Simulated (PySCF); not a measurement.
PySCF input:

```python
from pyscf import gto, scf, dft

mol = gto.M(
    atom='''
    Si    0.13886842   -0.12674218    0.01976683
    F     0.36845614   -0.49074130   -1.48319632
    F    -0.62324676   -1.21425863    0.84474714
    N    -1.26313319    1.10529612   -0.19457171
    N     1.42846840    0.56367162    0.78371424
    H    -1.59814408    1.46298935    0.70380830
    H    -0.97822906    1.91526115   -0.75139276
    H     1.60080611    0.45770153    1.77352475
    H     2.23365726    0.91941115    0.28795716
    H    -2.06647912    0.68125246   -0.66858813
    ''',
    basis='def2-tzvpd',
    charge=1,
    spin=0,
    verbose=4,
)

mf = dft.RKS(mol, xc='tpssh').density_fit(auxbasis='def2-universal-jkfit')
mf.grids.level = 3
mf.conv_tol = 1e-9
mf.max_cycle = 100
mf.max_memory = 1500
mf.kernel()
if not mf.converged:
    mf = mf.newton()
    mf.kernel(mf.make_rdm1())
mf.analyze()
```

Question: What final total energy does it print?

Answer: -601.80414 Eh (TPSSh/def2-TZVPD).

It need not be the lowest isomer of its formula.
